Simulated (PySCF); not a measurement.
**Two-component Hartree-Fock for O⁺ (oxygen, charge +1)**

Start: [He] 2s1 2p3 3d1; 2s1/2 filled at m_j = +1/2; 2p3/2 filled at m_j = -1/2, +1/2, +3/2; 3d5/2 filled at m_j = +5/2. Calculated with PySCF 2.14 in x2c-TZVPall-2c with one added diffuse shell each of s, p, d type (6s4p3d1f, 40 functions): generalised Hartree-Fock with the X2C-1e Hamiltonian and a Gaussian nucleus; one run each with spin-orbit coupling (SO) switched off, then screened by Boettger's factors. This is a chosen level, not necessarily the ground level.

| spinor shell | electrons | ε, spin-free (eV) | ε, screened SO (eV) | weight of nominal j (screened SO) | rms radius, screened SO (bohr) |
| --- | --- | --- | --- | --- | --- |
| 1s1/2 | 2 | -593.56 | -593.56 | 1.000 | 0.230 |
| 2s1/2 | 1 | -67.065 | -67.065 | 1.000 | 1.10 |
| 2p3/2 | 3 | -47.032 | -47.032 | 0.666 | 1.11 |
| 3d5/2 | 1 | -3.753 | -3.753 | 1.000 | 3.01 |

| quantity | spin-free | screened SO |
| --- | --- | --- |
| E (hartree) | -73.08780 | -73.08781 |
| M_J | 9/2 | 9/2 |
| ⟨J²⟩ | 24.751 | 24.751 |
| ⟨L²⟩ | 6.001 | 6.001 |
| ⟨S²⟩ | 8.750 | 8.750 |

Each row is a mean over spinors that exchange with the open shell spreads, by up to 6.678 eV (1s1/2).

Rows whose weight is well below 1 are mixtures of j = l ± 1/2: exchange outweighs spin-orbit coupling there, and the label is only the starting occupation.

Without spin-orbit coupling the j labels of p, d and f shells carry no meaning; the spin-free column gives the mean over the occupied spinors of each nl shell.
